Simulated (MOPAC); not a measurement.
Input file for MOPAC: AM1 on CH6GeO (SMILES C[O][GeH3]), a point of a bond scan (R = 3.063 Å).

```
AM1 1SCF PRECISE CHARGE=0 THREADS=1
CH6GeO

Ge     0.70620540 1    -0.11748486 1     0.11798120 1
O     -0.90591936 1    -0.12633232 1    -0.65985098 1
C     -1.98001064 1     0.51275973 1     0.00577285 1
H      2.51641920 1    -1.64283632 1    -1.82659914 1
H      1.16139681 1     1.34424293 1     0.31136889 1
H      0.60492437 1    -0.81782501 1     1.48929881 1
H     -1.79297789 1     1.58363694 1     0.15372861 1
H     -2.87068016 1     0.40371520 1    -0.61514246 1
H     -2.18512951 1     0.06000634 1     0.98382744 1
```

It printed:

```
*******************************************************************************
 **                                                                           **
 **                              MOPAC v23.2.5                                **
 **                                                                           **
 *******************************************************************************
 ** MOPAC's Digital Object Identifier: https://doi.org/10.5281/zenodo.6511958 **
 **                                                                           **
 ** Please cite the open-source release paper for use of this MOPAC version:  **
 ** J. E. Moussa and J. J. P. Stewart (2026)                                  **
 ** MOPAC: An open-source semiempirical molecular orbital program             **
 ** J. Open Source Softw., 11(119), 8025, https://doi.org/10.21105/joss.08025 **
 *******************************************************************************

                              AM1 CALCULATION RESULTS

 *******************************************************************************
 *  AM1        - The AM1 Hamiltonian to be used
 *
 *
 *
 *                 CHARGE ON SYSTEM = 0
 *
 *
 *
 *  PRECISE    - TIGHTER CRITERIA TO BE USED
 *  1SCF       - DO 1 SCF AND THEN STOP
 *  THREADS=1  - MULTI-THREADING NOT USED
 *  T=         - A TIME OF 172800.0 SECONDS REQUESTED
 *  DUMP=N     - RESTART FILE WRITTEN EVERY 7200.0 SECONDS REQUESTED
 *******************************************************************************
AM1 1SCF PRECISE CHARGE=0 THREADS=1
 CH6GeO

   ATOM   CHEMICAL          X               Y               Z
  NUMBER   SYMBOL      (ANGSTROMS)     (ANGSTROMS)     (ANGSTROMS)

     1      Ge          0.70620540  *  -0.11748486  *   0.11798120  *
     2       O         -0.90591936  *  -0.12633232  *  -0.65985098  *
     3       C         -1.98001064  *   0.51275973  *   0.00577285  *
     4       H          2.51641920  *  -1.64283632  *  -1.82659914  *
     5       H          1.16139681  *   1.34424293  *   0.31136889  *
     6       H          0.60492437  *  -0.81782501  *   1.48929881  *
     7       H         -1.79297789  *   1.58363694  *   0.15372861  *
     8       H         -2.87068016  *   0.40371520  *  -0.61514246  *
     9       H         -2.18512951  *   0.06000634  *   0.98382744  *



          CARTESIAN COORDINATES

    NO.       ATOM           X           Y           Z

     1        Ge          0.7062     -0.1175      0.1180
     2         O         -0.9059     -0.1263     -0.6599
     3         C         -1.9800      0.5128      0.0058
     4         H          2.5164     -1.6428     -1.8266
     5         H          1.1614      1.3442      0.3114
     6         H          0.6049     -0.8178      1.4893
     7         H         -1.7930      1.5836      0.1537
     8         H         -2.8707      0.4037     -0.6151
     9         H         -2.1851      0.0600      0.9838

  H: (AM1): M.J.S. DEWAR ET AL, J. AM. CHEM. SOC. 107 3902-3909 (1985)
  C: (AM1): M.J.S. DEWAR ET AL, J. AM. CHEM. SOC. 107 3902-3909 (1985)
  O: (AM1): M.J.S. DEWAR ET AL, J. AM. CHEM. SOC. 107 3902-3909 (1985)
 Ge: (AM1): M.J.S.Dewar and C.Jie, Organometallics, 8, 1544, (1989)

           Empirical Formula: C H6 O Ge  =     9 atoms



      MOLECULAR POINT GROUP   :   Cs


      RHF CALCULATION, NO. OF DOUBLY OCCUPIED LEVELS = 10


 -------------------------------------------------------------------------------
 AM1 1SCF PRECISE CHARGE=0 THREADS=1
 CH6GeO



     1SCF WAS SPECIFIED, SO BFGS WAS NOT USED
     SCF FIELD WAS ACHIEVED


                              AM1 CALCULATION
                                                       MOPAC v23.2.5 Linux




          FINAL HEAT OF FORMATION =         59.01000 KCAL/MOL =     246.89783 KJ/MOL


          COSMO AREA              =        119.12 SQUARE ANGSTROMS
          COSMO VOLUME            =        102.67 CUBIC ANGSTROMS

          IONIZATION POTENTIAL    =          8.115709 EV
          HOMO LUMO ENERGIES (EV) =         -8.116 -2.096
          NO. OF FILLED LEVELS    =         10
          MOLECULAR WEIGHT        =        106.6478         POINT GROUP:  Cs

          MOLECULAR DIMENSIONS (Angstroms)

            Atom       Atom       Distance
            H     8    H     4     5.88870
            H     4    H     6     2.81860
            H     5    H     9     2.39126


          SCF CALCULATIONS        =          1





   ATOM   CHEMICAL          X               Y               Z
  NUMBER   SYMBOL      (ANGSTROMS)     (ANGSTROMS)     (ANGSTROMS)

     1      Ge          0.70620540  *  -0.11748486  *   0.11798120  *
     2       O         -0.90591936  *  -0.12633232  *  -0.65985098  *
     3       C         -1.98001064  *   0.51275973  *   0.00577285  *
     4       H          2.51641920  *  -1.64283632  *  -1.82659914  *
     5       H          1.16139681  *   1.34424293  *   0.31136889  *
     6       H          0.60492437  *  -0.81782501  *   1.48929881  *
     7       H         -1.79297789  *   1.58363694  *   0.15372861  *
     8       H         -2.87068016  *   0.40371520  *  -0.61514246  *
     9       H         -2.18512951  *   0.06000634  *   0.98382744  *

                             CARTESIAN COORDINATES

   1   Ge        0.706205400    -0.117484860     0.117981200
   2    O       -0.905919360    -0.126332320    -0.659850980
   3    C       -1.980010640     0.512759730     0.005772850
   4    H        2.516419200    -1.642836320    -1.826599140
   5    H        1.161396810     1.344242930     0.311368890
   6    H        0.604924370    -0.817825010     1.489298810
   7    H       -1.792977890     1.583636940     0.153728610
   8    H       -2.870680160     0.403715200    -0.615142460
   9    H       -2.185129510     0.060006340     0.983827440


           Empirical Formula: C H6 O Ge  =     9 atoms



      MOLECULAR POINT GROUP   :   Cs


                  EIGENVALUES
 -36.81332 -26.85204 -16.78532 -15.43434 -15.32168 -13.96097 -11.95195 -11.48937
 -10.43185  -8.11571  -2.09608   1.00550   1.03294   1.95521   4.33660   4.44244
   4.84800   5.55395


              NET ATOMIC CHARGES AND DIPOLE CONTRIBUTIONS

  ATOM NO.   TYPE          CHARGE      No. of ELECS.   s-Pop       p-Pop
    1         Ge           0.606099        3.3939     0.97264     2.42127
    2          O          -0.486747        6.4867     1.87711     4.60963
    3          C          -0.032298        4.0323     1.21855     2.81375
    4          H           0.008488        0.9915     0.99151
    5          H          -0.136653        1.1367     1.13665
    6          H          -0.136653        1.1367     1.13665
    7          H           0.044033        0.9560     0.95597
    8          H           0.089698        0.9103     0.91030
    9          H           0.044033        0.9560     0.95597
 DIPOLE           X         Y         Z       TOTAL
 POINT-CHG.     1.346    -0.017     0.604     1.476
 HYBRID        -0.831     0.464     0.459     1.057
 SUM            0.515     0.447     1.064     1.264


          ATOMIC ORBITAL ELECTRON POPULATIONS

     Atom    s        px        py        pz
    1 Ge   0.97264   0.71873   0.86849   0.83405
    2  O   1.87711   1.27904   1.77307   1.55752
    3  C   1.21855   0.90433   0.94899   0.96043
    4  H   0.99151
    5  H   1.13665
    6  H   1.13665
    7  H   0.95597
    8  H   0.91030
    9  H   0.95597

 **********************
 *                    *
 * JOB ENDED NORMALLY *
 *                    *
 **********************




 == MOPAC DONE ==
```

The run finished.

Cost: about 0.020 core-seconds (a rough figure).
